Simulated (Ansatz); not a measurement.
The same group exchange along the group F, Cl, Br.

Program: Ansatz. Geometries: PBE0-D4/def2-TZVP. ΔE: electronic, gas phase. CCSD(T)/CBS is the MP2 limit (def2-TZVPP, def2-QZVPP) plus CCSD(T) − MP2 in def2-TZVPP, frozen cores. This one scheme is used for every species. Elements past krypton have def2 core potentials. For Br, Sn outer-core shells are correlated without core-valence functions, which leaves a few kJ/mol of doubt a bond. Scalar relativity is left out up to krypton. One conformer a species, not always the lowest.

**Question.** Order these by ΔE at CCSD(T)/CBS, lowest first. (An estimate is asked.)
A. `[Cl][SnH2][Cl]` + `C=C` → `C=[CH][SnH2][Cl]` + HCl
B. `[F][SnH2][F]` + `C=C` → `C=[CH][SnH2][F]` + H–F
C. `[Br][SnH2][Br]` + `C=C` → `C=[CH][SnH2][Br]` + HBr

**Answer.** B (+68.0 kJ/mol), A (+100.7 kJ/mol), C (+113.9 kJ/mol).

Largest T1 diagnostic: 0.014, for `[F][SnH2][F]`.
